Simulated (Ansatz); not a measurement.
Input (CCSDT(Q)/cc-pV(D+d)Z; Ansatz, a first-principles code): A basis named .json is the Basis Set Exchange file of that set.

Ansatz 0.2 input:
```yaml
crystal:
  periodic: [false, false, false]
  atoms:
    - {symbol: Si, position_ang: [-0.92086981, 0.59041245, 0.24145091]}
    - {symbol: S, position_ang: [1.11374769, 1.21216800, 0.12314528]}
    - {symbol: H, position_ang: [0.93882305, 2.51524628, 0.42569384]}
    - {symbol: Si, position_ang: [-0.35755638, -1.68462455, -0.31875094]}
    - {symbol: H, position_ang: [1.08364561, -1.95614275, -0.55599645]}
    - {symbol: H, position_ang: [-1.11622268, -2.06715374, -1.54002143]}
    - {symbol: H, position_ang: [-0.82824241, -2.56766848, 0.78219992]}
basis:
  gaussian:
    orbitals: cc-pV_D+d_Z.json
magnetization: {spin_polarized: false}
correlation: {method: ccsdt_q, electrons: outside_noble_gas}
```

Output:

```
Functional definition: HF
integrals: 0.15 GiB planned
1755 factors; integrals over basis functions are off by at most 1.8e-7 eV
mean field: 0.47 GiB planned
mean field evaluation 1: about -26603.6912 eV, gradient 1.5e1 eV
mean field evaluation 2: about -26603.7196 eV, gradient 1.5e1 eV
mean field evaluation 4: about -26605.0319 eV, gradient 2.3e0 eV
mean field evaluation 8: about -26605.0672 eV, gradient 1.5e-1 eV
mean field evaluation 16: about -26605.0312 eV, gradient 4.2e-1 eV
mean field -26605.06743866 eV, -977.7181948083 hartree, gradient 5.8e-6 eV, S^2 0.000000; 0 other end points of the search recorded, 0 dependent functions left out; unrestricted orbitals would lower it
15 core orbitals not correlated
reference -26605.06743866 eV, -977.7181948083 hartree; 9, 9 occupied and 65, 65 virtual orbitals, 1755 factors
second order -8.73765860 eV of doubles, -0.00000000 eV of singles
coupled cluster: 1.86 GiB planned
cycle   1  -9.80695235 eV  change    -1.1e0 eV  update   1.1e-1
cycle   2  -10.44449714 eV  change   -6.4e-1 eV  update   5.0e-2
cycle   3  -10.70284376 eV  change   -2.6e-1 eV  update   3.2e-2
cycle   4  -10.68278018 eV  change    2.0e-2 eV  update   1.1e-2
cycle   5  -10.68049753 eV  change    2.3e-3 eV  update   5.9e-3
cycle   6  -10.68322981 eV  change   -2.7e-3 eV  update   2.1e-3
cycle   7  -10.68216883 eV  change    1.1e-3 eV  update   1.0e-3
cycle   8  -10.68231656 eV  change   -1.5e-4 eV  update   3.7e-4
cycle   9  -10.68271372 eV  change   -4.0e-4 eV  update   1.5e-4
cycle  10  -10.68264622 eV  change    6.7e-5 eV  update   6.2e-5
cycle  11  -10.68262361 eV  change    2.3e-5 eV  update   2.7e-5
cycle  12  -10.68262618 eV  change   -2.6e-6 eV  update   1.1e-5
cycle  13  -10.68263059 eV  change   -4.4e-6 eV  update   4.5e-6
cycle  14  -10.68263787 eV  change   -7.3e-6 eV  update   2.2e-6
cycle  15  -10.68264049 eV  change   -2.6e-6 eV  update   1.0e-6
cycle  16  -10.68264040 eV  change    8.5e-8 eV  update   5.5e-7
coupled cluster: 1.86 GiB planned
perturbative correction -0.02587743 eV, -0.0009509781 hartree
Total energy: -26615.77595649 eV, -978.1117255802 hartree
```

 In a CCSD(T) run of this state the restricted determinant is unstable towards broken spin symmetry.

A triplet may lie lower; no result for it is given here.
